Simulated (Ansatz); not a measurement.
Isolated molecules relaxed with PBE0-D4/def2-TZVP in Ansatz; ΔE leaves out vibrations. CBS: MP2 limit from def2 TZ/QZ plus the TZ coupled-cluster correction, frozen cores. Double bonds are as drawn, so ΔE can hold a change between cis and trans. DFT in def2-TZVPP. B3LYP here is the variant with VWN-RPA as its local correlation; programs differ in this. HSE06 is defined as in plane-wave codes. Each species was taken in one conformer, which may not be the lowest.

Consider the isomerisation: `O[SiH2]/N=C/F` → `O/C(F)=N/[SiH3]`.

`O[SiH2]/N=C/F`:

```xyz
9

O    -0.698   -0.750    1.885
Si    0.439   -0.482    0.740
N    -0.334   -0.111   -0.766
C    -0.181    0.910   -1.442
F    -0.843    1.092   -2.588
H    -1.377   -1.400    1.695
H     1.261    0.643    1.254
H     1.274   -1.680    0.482
H     0.460    1.778   -1.258
```

`O/C(F)=N/[SiH3]`:

Cartesian coordinates in Å:
```
O 1.594 1.850 -0.289
C 0.598 0.983 -0.394
F -0.129 1.340 -1.447
N 0.378 0.015 0.349
Si -0.875 -1.173 0.313
H 2.113 1.579 0.479
H -1.604 -1.102 1.604
H -0.234 -2.505 0.189
H -1.840 -0.988 -0.804
```

```csv
level,ΔE (kJ/mol),difference from CCSD(T)/CBS
LDA (SPW92),86.5,-32.0
PBE-D4,96.6,-21.9
revPBE-D4,96.9,-21.6
BLYP-D4,108.7,-9.8
B97M-V,104.2,-14.3
B3LYP-D4,109.1,-9.4
HSE06-D4,98.0,-20.5
BHLYP-D4,111.5,-7.0
PBE,96.8,-21.7
BLYP,109.2,-9.3
PBE0,98.2,-20.3
LC-ωPBE,101.4,-17.1
SCS-MP2/def2-TZVPP,117.5,-1.0
CCSD/def2-TZVPP,114.2,-4.3
MP2/def2-QZVPP,121.5,3.0
MP2/CBS(def2),123.1,4.6
CCSD(T)/CBS,118.5,0
```

Largest T1 diagnostic among the species: 0.013.

At CCSD(T), def2-SVP lies −42.5 kJ/mol from the extrapolated value and def2-TZVPP −5.4 kJ/mol. Leaving LDA and LC-ωPBE aside and taking each functional with its dispersion term where it has one, the values, not all of them listed here, spread over 17.0 kJ/mol, from PBE-D4 to B2PLYP. LDA lies −10.3 kJ/mol from PBE without D4.
